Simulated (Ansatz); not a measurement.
`C[BH][GeH3]` → `BC` + `[GeH2]` at 298.15 K and 1 bar (germylene loss).

Program: Ansatz. Geometries: PBE0-D4/def2-TZVP. ΔE: electronic, gas phase. CCSD(T)/CBS adds triple-zeta CCSD(T) − MP2 to the extrapolated MP2 energy (def2 sets, frozen cores). This one scheme is used for every species. For Ge outer-core shells are correlated without core-valence functions, which leaves a few kJ/mol of doubt a bond. Scalar relativity is left out up to krypton.

| species | CCSD(T)/CBS energy (Eh) | H − E (kJ/mol) | S (J/(mol·K)) |
| --- | --- | --- | --- |
| `C[BH][GeH3]` | -2143.14307 | 205.1 | 327.2 |
| `BC` | -65.83255 | 158.6 | 247.5 |
| `[GeH2]` | -2077.24753 | 38.7 | 220.4 |

H − E and S are ideal-gas, rigid-rotor, harmonic terms from PBE0-D4/def2-TZVP, for one conformer and one mirror image of each species. 1 Eh = 2625.50 kJ/mol, R = 8.31446 J/(mol·K).

By hand: ΔE, ΔH, ΔS and ΔG.

ΔE = (-65.83255) + (-2077.24753) − (-2143.14307) = 0.06299 Eh = 165.4 kJ/mol. Δ(H − E) = 158.6 + 38.7 − 205.1 = -7.8, so ΔH = 157.6 kJ/mol. ΔS = 247.5 + 220.4 − 327.2 = 140.7 J/(mol·K). ΔG = 157.6 − 298.15 × (140.7)/1000 = 115.7 kJ/mol.

By hand: the equilibrium constant, and the temperature at which ΔG would vanish if ΔH and ΔS stayed fixed.

log₁₀ K = −ΔG/(RT ln 10) = -20.3. ΔG = 0 at ΔH/ΔS = 1120 K.

The number of gas molecules changes by +1, which sets the sign of ΔS. A doubt of 5 kJ/mol in ΔE shifts log₁₀ K by 0.9 here. Other conformers and mirror images would add mixing entropy, several J/(mol·K) or more a flexible species. Modes under 60 cm⁻¹, often nearly free rotors, make the harmonic entropy too high. These are equilibria of isolated gas molecules and say nothing of rates. Largest T1 diagnostic: 0.012 (customary marks: 0.02 for closed shells, 0.045 for open ones).
